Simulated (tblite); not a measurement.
C3H12GeOSi.
Bonds: C1–O2, O2–C3, C3–Si4, Si4–C5, C5–Ge6. Hydrogens: H7, H8, H9 on C1; H10, H11 on C3; H12, H13 on Si4; H14, H15 on C5; H16, H17, H18 on Ge6.

Computed with GFN2-xTB (tblite), gas phase: L-BFGS steps from a force-field or distance-geometry start until the largest atomic force falls under 0.01 eV/Å.

Step 238: E = -550.5535 eV
```
atom  x, y, z in Å  |  force x, y, z in eV/Å
C1      1.8018    1.5355   -0.6627   -0.043  -0.003   0.017
O2      0.8967    0.4954   -0.4087    0.057   0.030   0.022
C3      0.9607   -0.0099    0.9086   -0.004   0.017   0.042
Si4    -0.3853   -1.3667    1.0802    0.013   0.054  -0.054
C5     -1.3562   -1.4332   -0.5417   -0.017   0.018  -0.042
Ge6    -1.5432    0.2906   -1.4932    0.013   0.033  -0.024
H7      2.8382    1.1964   -0.5624    0.040  -0.058   0.030
H8      1.6397    2.3799    0.0179   -0.011  -0.001   0.013
H9      1.6250    1.8565   -1.6844   -0.019   0.048  -0.088
H10     0.7988    0.8091    1.6231   -0.008  -0.020   0.011
H11     1.9655   -0.4064    1.1082   -0.007  -0.010  -0.034
H12    -1.2543   -0.9990    2.2064    0.004  -0.021   0.013
H13     0.2832   -2.6472    1.3469   -0.011  -0.027   0.038
H14    -2.3514   -1.8338   -0.3508    0.012   0.004  -0.007
H15    -0.8769   -2.1184   -1.2403    0.011  -0.029   0.045
H16    -0.5231    0.5214   -2.5588   -0.013   0.003   0.010
H17    -1.6707    1.4966   -0.6193    0.015  -0.012   0.017
H18    -2.8573    0.2395   -2.2471   -0.033  -0.026  -0.008
```

Step 239: E = -550.5543 eV
```
atom  x, y, z in Å  |  force x, y, z in eV/Å
C1      1.7982    1.5423   -0.6605   -0.027  -0.012  -0.004
O2      0.8915    0.5042   -0.4055    0.049   0.004   0.093
C3      0.9662   -0.0126    0.9093    0.021   0.047   0.026
Si4    -0.3867   -1.3643    1.0793    0.017   0.041  -0.038
C5     -1.3611   -1.4338   -0.5412   -0.008   0.003  -0.047
Ge6    -1.5412    0.2889   -1.4981    0.003   0.006  -0.024
H7      2.8327    1.1965   -0.5595    0.039  -0.032   0.014
H8      1.6398    2.3874    0.0196   -0.011   0.001   0.027
H9      1.6212    1.8658   -1.6825   -0.009   0.026  -0.057
H10     0.8139    0.8024    1.6339    0.011  -0.072  -0.045
H11     1.9733   -0.4174    1.0959   -0.087   0.031  -0.050
H12    -1.2533   -0.9948    2.2079    0.011  -0.021   0.000
H13     0.2816   -2.6460    1.3471   -0.021  -0.014   0.035
H14    -2.3595   -1.8289   -0.3500    0.043   0.013   0.000
H15    -0.8835   -2.1274   -1.2344   -0.009   0.002   0.050
H16    -0.5163    0.5152   -2.5601   -0.019   0.006   0.011
H17    -1.6709    1.4937   -0.6230    0.011  -0.009   0.010
H18    -2.8545    0.2351   -2.2563   -0.015  -0.020  -0.001
```

Step 240: E = -550.5548 eV
```
atom  x, y, z in Å  |  force x, y, z in eV/Å
C1      1.8040    1.5389   -0.6618    0.026   0.020  -0.044
O2      0.8882    0.5111   -0.4022    0.014   0.013   0.000
C3      0.9593   -0.0040    0.9111   -0.028   0.010   0.010
Si4    -0.3875   -1.3618    1.0767    0.002   0.006  -0.017
C5     -1.3633   -1.4341   -0.5440    0.030   0.013  -0.015
Ge6    -1.5434    0.2899   -1.4984    0.008  -0.024  -0.028
H7      2.8371    1.1752   -0.5701   -0.056   0.035  -0.007
H8      1.6614    2.3852    0.0237    0.011  -0.051  -0.013
H9      1.6186    1.8694   -1.6839    0.032  -0.012   0.048
H10     0.7990    0.8091    1.6310    0.001   0.000   0.036
H11     1.9657   -0.4013    1.1013   -0.018  -0.013  -0.025
H12    -1.2554   -1.0123    2.2110    0.017  -0.005  -0.009
H13     0.2922   -2.6386    1.3434   -0.027  -0.009   0.022
H14    -2.3611   -1.8309   -0.3572    0.030   0.007   0.019
H15    -0.8795   -2.1297   -1.2294   -0.010   0.002   0.010
H16    -0.5172    0.5168   -2.5587   -0.022   0.010   0.006
H17    -1.6685    1.4883   -0.6162   -0.001   0.009   0.010
H18    -2.8583    0.2350   -2.2541   -0.008  -0.010  -0.001
```

Step 241: E = -550.5558 eV
```
atom  x, y, z in Å  |  force x, y, z in eV/Å
C1      1.7985    1.5485   -0.6549    0.013   0.013  -0.027
O2      0.8820    0.5202   -0.3990    0.028   0.006   0.033
C3      0.9673   -0.0111    0.9077   -0.009   0.030   0.014
Si4    -0.3869   -1.3606    1.0776    0.009   0.022  -0.017
C5     -1.3673   -1.4329   -0.5397    0.012   0.014  -0.020
Ge6    -1.5418    0.2846   -1.5069    0.016  -0.009  -0.021
H7      2.8304    1.1834   -0.5723   -0.018   0.010  -0.002
H8      1.6625    2.3878    0.0398   -0.001  -0.036  -0.013
H9      1.6101    1.8873   -1.6724    0.014   0.007   0.017
H10     0.8231    0.7967    1.6394    0.012  -0.041   0.007
H11     1.9741   -0.4195    1.0790   -0.051   0.011  -0.029
H12    -1.2479   -1.0003    2.2136    0.008  -0.008  -0.008
H13     0.2831   -2.6412    1.3467   -0.018  -0.019   0.025
H14    -2.3673   -1.8200   -0.3421    0.037   0.007  -0.001
H15    -0.8939   -2.1358   -1.2254   -0.014  -0.001   0.025
H16    -0.5083    0.5083   -2.5612   -0.024   0.005   0.011
H17    -1.6772    1.4895   -0.6341    0.000   0.000   0.006
H18    -2.8493    0.2213   -2.2739   -0.015  -0.012  -0.001
```

Question: Estimate the geometry and energy of step 242. (The exact step hangs on the optimiser's Hessian estimate; all steps are aligned on step 241, rigid shifts and turns removed.)

Answer: E = -550.5567 eV, largest force 0.093 eV/Å
```
atom  x, y, z in Å  |  force x, y, z in eV/Å
C1      1.7920    1.5624   -0.6443    0.001   0.007  -0.019
O2      0.8722    0.5362   -0.3930    0.031  -0.005   0.054
C3      0.9781   -0.0194    0.9027    0.015   0.048   0.009
Si4    -0.3865   -1.3571    1.0776    0.016   0.026  -0.002
C5     -1.3743   -1.4310   -0.5345    0.002   0.010  -0.015
Ge6    -1.5407    0.2768   -1.5201    0.028   0.004  -0.010
H7      2.8214    1.1908   -0.5760    0.023  -0.009  -0.002
H8      1.6686    2.3910    0.0644   -0.009  -0.011  -0.008
H9      1.5981    1.9164   -1.6549   -0.002   0.016   0.001
H10     0.8578    0.7785    1.6515    0.022  -0.079  -0.019
H11     1.9847   -0.4427    1.0440   -0.084   0.034  -0.021
H12    -1.2382   -0.9864    2.2173   -0.001  -0.006  -0.011
H13     0.2711   -2.6426    1.3522   -0.010  -0.024   0.024
H14    -2.3765   -1.8052   -0.3217    0.040   0.008  -0.025
H15    -0.9149   -2.1463   -1.2174   -0.018  -0.001   0.033
H16    -0.4960    0.4954   -2.5647   -0.026  -0.001   0.013
H17    -1.6878    1.4894   -0.6593   -0.005  -0.009   0.000
H18    -2.8380    0.1999   -2.3019   -0.021  -0.009   0.000
```

The energy changes by -0.0009 eV. The first-order estimate −F·Δx gives -0.0014 eV and the mean of the old and new forces, exact on a quadratic surface, -0.0009 eV. The step makes an angle of 84° with the force vector and moves no atom by more than 0.043 Å.

The cost below is that of the whole relaxation. On Arm Neoverse V1, one thread, on a shared host, this took 2.2 s of wall time.
